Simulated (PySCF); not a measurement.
trimethylarsine (C3H9As), singlet, at a GFN2-xTB geometry. Base run: PBE0/6-31G, polarisability (PySCF).

Input for PySCF:
```python
from pyscf import gto, scf, dft
from pyscf.prop import polarizability

mol = gto.M(
    atom='''
C    -0.32082611    1.72147692   -0.31503831
As   -0.07705156   -0.07481277    0.46790379
C     1.69706746   -0.42369864   -0.32573426
C    -1.12401599   -1.05288152   -0.89089274
H    -0.10458532    1.71054839   -1.38227396
H     0.34247756    2.43723875    0.16867018
H    -1.34549939    2.06077126   -0.16948872
H     1.69406126   -0.20155081   -1.39180777
H     1.97383691   -1.46793768   -0.18708304
H     2.45442035    0.19208166    0.15747572
H    -0.82050748   -0.76237208   -1.89556099
H    -0.97873053   -2.12644528   -0.77858221
H    -2.18612404   -0.84289342   -0.77218236
''',
    basis='6-31g',
    verbose=3,
)

mf = dft.RKS(mol)
mf.xc = 'pbe0'
mf.kernel()
alpha = mf.Polarizability().polarizability()[2, 2]
print('alpha_zz =', alpha)
```

Task: The base was run again with changes. Order these runs by alpha_zz (bohr³), lowest first: functional = lda,vwn | functional = camb3lyp | basis = def2-SVP | basis = STO-3G | basis = 6-31G* | basis = cc-pVDZ.

Result: basis = STO-3G (alpha_zz (bohr³) 22.54), functional = camb3lyp (alpha_zz (bohr³) 50.96), functional = lda,vwn (alpha_zz (bohr³) 52.81), basis = 6-31G* (alpha_zz (bohr³) 53.17), basis = def2-SVP (alpha_zz (bohr³) 53.69), basis = cc-pVDZ (alpha_zz (bohr³) 54.57)

Finite-field rows take the second difference of the energy in a field along z; a small field with loose convergence shows SCF noise divided by the square of the field, and a large one adds hyperpolarisability.
